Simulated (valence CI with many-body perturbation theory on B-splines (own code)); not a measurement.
**Xe XXXIX: what each term of the Hamiltonian does**

Calculated by valence CI with perturbative core correlation (CI+MBPT): six valence electrons over a frozen Dirac-Fock core [Ne], a basis of 9 s, 9 p, 8 d, 6 f, 3 g, 1 h functions for each j, with the one-electron correlation potential Σ1, the two-electron term Σ2, the three-electron term Σ3, Breit, model QED; selected CI, second order for the rest, scaled by the run's own slope (own B-spline code, finite nucleus).

No measured spectrum was set against this ion. As an estimate, large intervals hold to a few tenths of a per cent, small ones and those within an open d or f shell to about a per cent. Among the levels kept, up to 1500 cm⁻¹ of a level comes from second order outside the variational space, and about a tenth of that is noise between levels of different J, which matters for small intervals.

Each rung adds one term. CI alone is the Dirac-Coulomb CI over the frozen core; QED comes last and gives the full result, which names the levels. Energies are above (3s^2 3p1/2^2 3p3/2^2) J=2 on the same rung, in cm⁻¹.

Levels are named by their leading jj configuration (3d3/2^4 stands for four electrons in 3d with j = 3/2), which in mixed levels can hold well under half, so a name can repeat and another be missing. Letters in brackets count levels of one name in rising energy.

```
                             Level  CI alone
        (3s^2 3p1/2^2 3p3/2^2) J=0    101917
          (3s^2 3p1/2 3p3/2^3) J=1    616293
          (3s^2 3p1/2 3p3/2^3) J=2    673765
    (3s^2 3p1/2^2 3p3/2 3d3/2) J=2   1259050
    (3s^2 3p1/2^2 3p3/2 3d3/2) J=1   1285960
    (3s^2 3p1/2^2 3p3/2 3d3/2) J=0   1299240
    (3s^2 3p1/2^2 3p3/2 3d3/2) J=3   1302750
                (3s^2 3p3/2^4) J=0   1330870
    (3s^2 3p1/2^2 3p3/2 3d5/2) J=2   1393440
    (3s^2 3p1/2^2 3p3/2 3d5/2) J=4   1432720
    (3s^2 3p1/2^2 3p3/2 3d5/2) J=3   1563720
    (3s^2 3p1/2^2 3p3/2 3d5/2) J=1   1586120
          (3s 3p1/2^2 3p3/2^3) J=2   1596790
          (3s 3p1/2^2 3p3/2^3) J=1   1695180
    (3s^2 3p1/2 3p3/2^2 3d3/2) J=0   1834300
(3s^2 3p1/2 3p3/2^2 3d3/2) J=2 [a]   1835460
```

(1) What do these energies become with core correlation, Breit and QED?

(2) How does the ionisation energy move along the ladder, and which term matters most?

Results:

(1) (3s^2 3p1/2^2 3p3/2^2) J=0 102350 (+433); (3s^2 3p1/2 3p3/2^3) J=1 610700 (-5592); (3s^2 3p1/2 3p3/2^3) J=2 666458 (-7307); (3s^2 3p1/2^2 3p3/2 3d3/2) J=2 1249340 (-9719); (3s^2 3p1/2^2 3p3/2 3d3/2) J=1 1276510 (-9459); (3s^2 3p1/2^2 3p3/2 3d3/2) J=0 1290990 (-8254); (3s^2 3p1/2^2 3p3/2 3d3/2) J=3 1291110 (-11648); (3s^2 3p3/2^4) J=0 1318400 (-12469); (3s^2 3p1/2^2 3p3/2 3d5/2) J=2 1381140 (-12296); (3s^2 3p1/2^2 3p3/2 3d5/2) J=4 1417080 (-15634); (3s^2 3p1/2^2 3p3/2 3d5/2) J=3 1546730 (-16983); (3s^2 3p1/2^2 3p3/2 3d5/2) J=1 1572180 (-13945); (3s 3p1/2^2 3p3/2^3) J=2 1582800 (-13990); (3s 3p1/2^2 3p3/2^3) J=1 1681220 (-13962); (3s^2 3p1/2 3p3/2^2 3d3/2) J=0 1819070 (-15230); (3s^2 3p1/2 3p3/2^2 3d3/2) J=2 [a] 1819220 (-16234).

(2) CI alone 2730.1, + Σ1 2730.9, + Σ2 2731.0, + Σ3 2730.4, + Breit 2728.7, + QED 2728.6 eV. The largest step is Breit, -1.7 eV. NIST lists 2726 ± 4 eV (theoretical).
